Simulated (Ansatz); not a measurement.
`ClCI` + CH₃OH → `COCI` + HCl  (substitution at a C–Cl bond)

Program: Ansatz. Geometries: PBE0-D4/def2-TZVP. ΔE: electronic, gas phase. CCSD(T)/CBS adds triple-zeta CCSD(T) − MP2 to the extrapolated MP2 energy (def2 sets, frozen cores). This one scheme is used for every species. DFT in def2-TZVPP. Elements past krypton have def2 core potentials. For I outer-core shells are correlated without core-valence functions, which leaves a few kJ/mol of doubt a bond. Each species was taken in one conformer, which may not be the lowest.

```csv
level,ΔE (kcal/mol)
r2SCAN-D4,-6.3
r2SCAN,-6.1
CAM-B3LYP,-5.0
LC-ωPBE,-3.4
```

What does CCSD(T)/CBS give? (An estimate is asked.)

Ansatz gave: -3.8 kcal/mol. The listed levels differ from it by -2.5, -2.3, -1.2, 0.4 kcal/mol.

Largest T1 diagnostic among the species: 0.011.

At CCSD(T), def2-SVP lies −5.4 kcal/mol from the extrapolated value and def2-TZVPP −1.3 kcal/mol. From r2SCAN to r2SCAN0 (25 % exact exchange), in def2-TZVPP and without D4, ΔE moves by +0.9 kcal/mol. Leaving LDA and LC-ωPBE aside and taking each functional with its dispersion term where it has one, the values, not all of them listed here, spread over 2.1 kcal/mol, from r2SCAN-D4 to PBE-QIDH. LDA lies −3.1 kcal/mol from PBE without D4.
